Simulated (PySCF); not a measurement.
SiCl2FI, SMILES F[Si](Cl)(Cl)I.

The structure is a stationary point at PBE0-D3(BJ)/def2-SVP. This is a generated structure with no PubChem entry under its InChIKey; it may be hypothetical. The def2 effective core potentials stand for the cores of I; spin–orbit coupling is left out.

These are PBE0-D3(BJ)/def2-SVP (PySCF) values and carry that method's errors.

Frequencies are harmonic and unscaled.

Q: List the normal modes with their intensities. (Estimate from the structure and the level; the computed values follow.)

A: 
| mode | ν (cm⁻¹) | IR (km/mol) | moving atoms (share of kinetic energy) |
|---|---|---|---|
| 1 | 121 | 0.1 | Cl 69 %, I 13 %, F 10 %, Si 8 % |
| 2 | 135 | 0.3 | Cl 65 %, F 17 %, I 16 % |
| 3 | 201 | 2.6 | Cl 49 %, F 23 %, Si 16 %, I 11 % |
| 4 | 210 | 7.2 | F 53 %, I 20 %, Cl 16 %, Si 11 % |
| 5 | 257 | 12.0 | F 55 %, Cl 36 %, Si 9 % |
| 6 | 371 | 40.6 | Cl 39 %, Si 35 %, F 18 %, I 8 % |
| 7 | 571 | 236.1 | Si 64 %, Cl 32 % |
| 8 | 643 | 196.4 | Si 67 %, Cl 32 % |
| 9 | 935 | 129.3 | F 55 %, Si 44 % |
